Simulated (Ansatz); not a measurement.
# Which is lower?

The two ends of one reaction step of CH$_{5}$GaO, singlet (PBE0-D4/def2-TZVP).

A:

Ga1  (0.052, -0.398, -0.618)
O2  (1.387, 0.595, -1.291)
H3  (-0.437, -1.597, -1.504)
C4  (-0.579, 0.190, 1.133)
H5  (1.696, 0.305, -2.151)
H6  (-1.640, 0.447, 1.094)
H7  (-0.016, 1.064, 1.464)
H8  (-0.463, -0.606, 1.872)
(Å)

B:

```
8
angstrom
Ga -1.4096 -0.6860 -0.5405
O 0.6794 -0.0421 -1.5887
H 1.0047 -0.5845 -2.3122
C -0.5492 0.1831 1.1122
H 1.4072 0.0805 -0.9710
H -1.2337 0.2095 1.9662
H -0.2406 1.2153 0.9040
H 0.3418 -0.3757 1.4300
```

Computed with Ansatz 0.2.0 (basis: def2-TZVPP); correlated methods freeze the cores. Filled d shells of the heavier atoms are correlated. The def2 sets are not built for correlating such inner shells, so the correlated values are less sure here. B3LYP uses VWN-RPA correlation.

(1) Which structure is lower at CCSD(T), and by how much? (Judge from chemistry; the value comes from the calculation.)

T1 diagnostic: at most 0.014. The restricted Hartree–Fock reference is unstable towards an unrestricted one at one or more of these structures.

## Answers

(1) By the calculation: A, by 27.08 kcal/mol (electronic energy, against the other). By their contacts, A is CH₅GaO ([CH3][GaH][OH]) and B is a complex of CH₃Ga ([CH3][Ga]) + H₂O.

All methods give the same order:

```tsv
method	E(B) − E(A) (kcal/mol)
SPW92	26.39
PBE-D4	22.80
BLYP-D4	19.83
r2SCAN-D4	27.81
B97M-V	27.23
PBE0-D4	24.69
B3LYP-D4	21.78
r2SCAN0-D4	27.59
BHLYP-D4	23.94
CAM-B3LYP-D4	25.32
wB97X-V	28.06
wB97M-V	23.65
B2PLYP	25.49
PBE-QIDH	29.02
RPA on PBE	25.69
HF	25.74
MP2	30.16
CCSD	26.86
CCSD(T)	27.08
```

Labels in which every atom is bracketed show which atoms are joined, not bond orders.

For scale, one of the runs: CCSD(T)/def2-TZVPP, 180 basis functions, launched by `ansatz run in.yaml --threads 2 --pin off --events-out ev --progress --plain --max-ram 4352MiB`. The run took 19 s on 2 CPU threads of an Intel Xeon 6975P-C (shared host), with 1.9 GiB of host memory at its peak.
